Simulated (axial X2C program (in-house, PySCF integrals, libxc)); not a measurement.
**SrGe: cheaper levels and CCSD(T), 2c**

All values were computed with an in-house all-electron X2C program for linear molecules (integrals from PySCF). Two-component (2c) means X2C with spin–orbit coupling and atomic mean-field two-electron Coulomb and Gaunt terms. Basis: Sr dyall-cv3z [13s12p8d5f1g], Ge dyall-cv3z [9s9p7d4f1g] (cores contracted in-house); Gaussian nuclei, density fitting, unrestricted open shells. Masses: Sr 87.906 u, Ge 73.921 u.

State: Ω = 1 (⟨Sz⟩ = 1.00, ⟨Lz⟩ = 0.00 at HF); fragments Sr + Ge.

| level | Re (Å) | ωe (cm⁻¹) |
| --- | --- | --- |
| PBE0 | 2.963 | 163.7 |
| HF | 3.081 | 153.2 |
| CCSD | 3.060 | 156.1 |
| PW91 | 2.953 | 164.2 |

Correlated methods: 6 electrons correlated (number of frozen shells: Sr 4 s, 3 p, 1 d; Ge 3 s, 2 p, 1 d), 300 virtual spin orbitals or spinors in MP2, 78 natural virtuals in coupled cluster.

CCSD(T), same Hamiltonian and basis:

Re = 3.061 Å, ωe = 156.0 cm⁻¹; T1 = 0.032 (Lee–Taylor normalisation).

Give the differences from CCSD(T) in the columns below.



```csv
level,ΔRe (Å),Δωe (cm⁻¹)
PBE0,-0.098,7.7
HF,0.020,-2.8
CCSD,-0.001,0.1
PW91,-0.108,8.2
```

One determinant describes the state; a PBE0 search over occupations chose it and may have missed a lower one. De is not given where an atomic determinant may have missed its ground term or J level, or where the truncated virtual space spoils (T). Density functionals use the spin component along the axis (collinear). CCSD and (T) use frozen natural virtuals with an MP2 correction for the truncation; (T) itself is uncorrected, so its De runs slightly low. Other states lie close and PBE0, whose exact exchange favours high spin, may order them wrongly; the determinant shown need not be the ground state. The nearest other 2c determinant of the search, Ω = 2, lies 0.37 eV up at the distance of the search. The functionals have no current-density term, which raises determinants with orbital currents, atoms included. With several unpaired electrons one determinant need not be a pure state. The outer-core s and p shells of the metal are frozen in the correlated rows, which leaves out core–valence correlation; for alkali and alkaline-earth bonds that tends to lengthen them. Open-shell Ω = 0 determinants with evenly filled partner blocks cannot be reached by this program, so the Ω shown need not be the lowest component. This is the Ω = 1 component of a π² triplet; the 0⁺ component is not one determinant and can lie lowest. The determinant is spin-polarised beyond a pure state at some levels (its spin-free form has ⟨S²⟩ too high), which makes Re and μ there less reliable. With the outer-core shells frozen, correlated bond lengths of heavy atoms tend to come out a few hundredths of an ångström too long.
